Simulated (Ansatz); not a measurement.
Compare A (`B/N=C(/O)[SiH3]`) with its isomer B (`B[SiH2]C(=N)O`).

Calculated with Ansatz (gas phase, PBE0-D4/def2-TZVP geometries, no zero-point term in ΔE). CCSD(T)/CBS is the MP2 limit (def2-TZVPP, def2-QZVPP) plus CCSD(T) − MP2 in def2-TZVPP, frozen cores. Functionals use def2-TZVPP. B3LYP here is the variant with VWN-RPA as its local correlation; programs differ in this. One conformer a species, not always the lowest.

(1) Which is lower in electronic energy at CCSD(T)/CBS, and by how much? (Best estimate.)

(2) Give E(B) − E(A) in kJ/mol with PBE-D4, r2SCAN-D4, B2PLYP, B3LYP-D4, CCSD(T)/def2-TZVPP, CCSD/def2-TZVPP, ωB97M-V. (Estimate.)

Largest T1 diagnostic: 0.015.

## Answers

(1) Computed: A, by 144.6 kJ/mol.

(2) The calculation gave: PBE-D4 155.2, r2SCAN-D4 155.8, B2PLYP 155.5, B3LYP-D4 158.3, CCSD(T)/def2-TZVPP 144.2, CCSD/def2-TZVPP 141.7, ωB97M-V 151.2. None reverses the order clearly.

In def2-TZVPP, CCSD(T) changes the Hartree–Fock value by +4.9 kJ/mol (the triples alone add +2.5 kJ/mol) and MP2 by +13.9 kJ/mol. From PBE to PBE0 (25 % exact exchange), in def2-TZVPP and without D4, E(B) − E(A) moves by −4.9 kJ/mol.
